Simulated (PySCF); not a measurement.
C2H4N3, charge +1. Atoms are numbered in the order given.

```xyz
9

C      0.0000    -1.0526     0.4322
N      0.0000     0.0000     1.2350
C      0.0000     1.0526     0.4322
N      0.0000     0.6693    -0.8488
N      0.0000    -0.6693    -0.8488
H      0.0000    -2.1020     0.7339
H      0.0000     2.1020     0.7339
H      0.0000     1.2192    -1.7081
H      0.0000    -1.2192    -1.7081
```
Charge +1, spin multiplicity 1.

Coordinates come from a PBE0-D3(BJ)/def2-SVP optimisation. The isomer is the one that the SMILES or the coordinates give; other isomers of the formula were not compared.

Calculation: TDDFT-B3LYP/def2-SVPD (PySCF 2.14.0).

Vertical excitations. Gas-phase values at a fixed geometry. State labels are in the subgroup C2v.

| state | symmetry | energy (eV) | λ (nm) | f | main pairs |
|---|---|---|---|---|---|
| S1 | A2 | 5.48 | 226 | 0.000 | HOMO→LUMO 100 % |
| S2 | B2 | 7.25 | 171 | 0.068 | HOMO−2→LUMO 86 % |
| S3 | B1 | 7.34 | 169 | 0.011 | HOMO→LUMO+1 99 % |
| S4 | A1 | 7.55 | 164 | 0.102 | HOMO−1→LUMO 93 % |
| S5 | A1 | 8.36 | 148 | 0.047 | HOMO→LUMO+2 92 % |
| S6 | A2 | 8.64 | 144 | 0.000 | HOMO−1→LUMO+2 100 % |
| S7 | B2 | 8.98 | 138 | 0.240 | HOMO−1→LUMO+1 84 % |
| S8 | B2 | 9.12 | 136 | 0.002 | HOMO→LUMO+3 99 % |
| S9 | B1 | 9.12 | 136 | 0.000 | HOMO−2→LUMO+2 99 % |
| S10 | B1 | 9.50 | 130 | 0.012 | HOMO−1→LUMO+3 94 % |
| T1 | A1 | 4.97 | 249 | 0 | HOMO−1→LUMO 98 % |
| T2 | A2 | 5.34 | 232 | 0 | HOMO→LUMO 100 % |
| T3 | B2 | 5.79 | 214 | 0 | HOMO−2→LUMO 99 % |
| T4 | B1 | 6.22 | 199 | 0 | HOMO→LUMO+1 99 % |
Triplets are in the Tamm–Dancoff approximation, which puts them higher than full response would, so one can lie above its singlet here.
